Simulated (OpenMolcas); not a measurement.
**Computed transition rates of Sc+**

```
Program             : OpenMolcas
Method              : CASSCF
Basis               : ANO-RCC-VTZP [6s5p3d2f1g]
Scalar Hamiltonian  : X2C, point nucleus
Active space        : 2 electrons in 6 orbitals (3d 4s)
State averaging     : 2S+1 = 3 even, 15 roots; 2S+1 = 1 even, 21 roots
Spin-orbit coupling : RASSI with atomic mean-field integrals over the reference wave functions, term energies averaged over their components
```

Rates come from the transition moments of the reference wave functions (E1 and E2 in the length form). At fixed line strength A goes as λ^-3 for E1 and M1 and as λ^-5 for E2, so a rate at the computed wavelength can be rescaled to the measured one. Measured vacuum wavelengths follow from level energies in NIST Handbook of Basic Atomic Spectroscopic Data. Branching counts decays inside the model space alone, at computed energies, and the table is only a selection of the E2 and M1 lines, drawn from those between levels with measured partners whose computed energy lies within a factor of 1.5 of the measured one.

| Upper | Lower | Type | λ computed (nm) | λ measured (nm) | A computed (s-1) | A rescaled (s-1) | Branching % |
| --- | --- | --- | --- | --- | --- | --- | --- |
| 3d2 1S0 | 3d 4s 1D2 | E2 | 297.7 | 427.1 | 1.04e+02 | 1.71e+01 | 70.7 |
| 4s2 1S0 | 3d 4s 1D2 | E2 | 781.6 | 1087 | 2.29e+00 | 4.40e-01 | 99.2 |
| 3d2 3P0 | 3d 4s 3D2 | E2 | 651.3 | 832.9 | 1.68e+00 | 4.91e-01 | 94.0 |
| 3d2 3P1 | 3d 4s 3D1 | E2 | 647.2 | 826.3 | 7.82e-01 | 2.31e-01 | 43.5 |
| 3d2 3P1 | 3d 4s 3D3 | E2 | 653.9 | 838.7 | 7.71e-01 | 2.22e-01 | 42.8 |
| 3d2 1G4 | 3d 4s 1D2 | E2 | 764.8 | 853.2 | 4.60e-01 | 2.66e-01 | 99.0 |
| 3d2 3P1 | 3d 4s 3D2 | E2 | 649.8 | 831 | 1.42e-01 | 4.15e-02 | 7.9 |
| 3d2 3P0 | 3d2 3F2 | E2 | 1007 | 1375 | 1.04e-01 | 2.19e-02 | 5.8 |
| 3d2 3P1 | 3d2 3F3 | E2 | 1013 | 1385 | 6.80e-02 | 1.42e-02 | 3.8 |
| 3d2 3P1 | 3d2 3F2 | E2 | 1004 | 1370 | 3.56e-02 | 7.53e-03 | 2.0 |
| 3d2 3F4 | 3d 4s 3D3 | E2 | 1802 | 2079 | 8.66e-03 | 4.24e-03 | 81.8 |
| 3d2 3F2 | 3d 4s 3D1 | E2 | 1822 | 2082 | 5.49e-03 | 2.82e-03 | 57.5 |
| 3d2 3F3 | 3d 4s 3D2 | E2 | 1812 | 2076 | 5.05e-03 | 2.56e-03 | 50.3 |
| 3d2 3F2 | 3d 4s 3D2 | E2 | 1843 | 2112 | 3.69e-03 | 1.87e-03 | 38.7 |
| 3d2 3F3 | 3d 4s 3D3 | E2 | 1844 | 2125 | 2.78e-03 | 1.37e-03 | 27.6 |
| 3d2 3F3 | 3d 4s 3D1 | E2 | 1792 | 2048 | 2.14e-03 | 1.10e-03 | 21.3 |
| 3d2 3F4 | 3d 4s 3D2 | E2 | 1771 | 2032 | 1.89e-03 | 9.50e-04 | 17.8 |
| 3d2 3F2 | 3d 4s 3D3 | E2 | 1876 | 2162 | 3.38e-04 | 1.66e-04 | 3.5 |
| 3d 4s 3D3 | 3d 4s 3D2 | M1 | 103900 | 90880 | 1.61e-05 | 2.41e-05 | 100.0 |

The largest correction is for 3d2 1S0 → 3d 4s 1D2 (E2): 1.04e+02 × (297.7 / 427.1)^5 = 1.71e+01 s-1, a factor of 0.16.

The computed order of these levels differs from the measured one in 1 place, and where term gaps are wrong the rates of spin-changing lines can be off by large factors.

These are rates of the free ion; in crystals, glasses and complexes forced electric-dipole and non-radiative decay shorten such lifetimes by orders of magnitude. No measured rate stands beside these. Rescaling mends the energy factor alone: line strengths can still be far off where a level mixes with configurations outside the active space, and weak or spin-changing lines hang on small mixing coefficients that depend on the term gaps too, so rescaling need not improve them.

Without dynamic correlation excited terms often stand tens of per cent too high (terms of higher spin than the ground term too low), and those without a measured partner can miss by more than the paired ones. A single d shell beside an s shell can misplace configurations of different d count against each other. Computed and measured levels are paired by configuration, term and J; levels that our copy of the source lacks, or whose pairing is in doubt (as where it misses far off the trend of its configuration), stay unpaired. Only configurations of the active space appear.
